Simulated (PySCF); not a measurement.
Molecule: `[SiH2]1[SiH2][SiH2][SiH2][SiH2][SiH2]1`, H₁₂Si₆.

Geometry:
```
atom   x (Å)   y (Å)   z (Å)
 Si1  -1.332   1.297  -1.253
 Si2   0.738   2.065  -0.457
 Si3   2.204   0.239  -0.291
 Si4   1.327  -1.294   1.255
 Si5  -0.737  -2.065   0.447
 Si6  -2.205  -0.240   0.291
  H7  -1.119   0.600  -2.562
  H8  -2.278   2.437  -1.469
  H9   1.301   3.120  -1.357
 H10   0.545   2.655   0.906
 H11   2.305  -0.428  -1.628
 H12   3.571   0.689   0.121
 H13   2.274  -2.432   1.479
 H14   1.105  -0.594   2.561
 H15  -1.301  -3.128   1.338
 H16  -0.538  -2.645  -0.919
 H17  -2.303   0.421   1.632
 H18  -3.574  -0.688  -0.120
```

Geometry PBE0-D3(BJ)/def2-SVP throughout; GIAO in PySCF 2.14, gas phase, one conformer, non-relativistic; equivalent atoms averaged; basis pcSseg-1.

For orientation, HF gives these absolute shieldings σ: Si1/Si2/Si3/Si4/Si5/Si6 491.9, H7/H8/H9/H10/H11/H12/H13/H14/H15/H16/H17/H18 28.40 ppm.

A run gave: Si1/Si2/Si3/Si4/Si5/Si6 463.3, H7/H8/H9/H10/H11/H12/H13/H14/H15/H16/H17/H18 27.81 ppm (absolute shieldings σ).

Task: Which functional was used in that run?
A. LC-wPBE
B. BLYP
C. wB97X-D
D. BP86

Result: C. Si1/Si2/Si3/Si4/Si5/Si6 tells them apart best: wB97X-D gives 463.3, LC-wPBE gives 472.5, BP86 gives 443.4, BLYP gives 429.1 ppm.
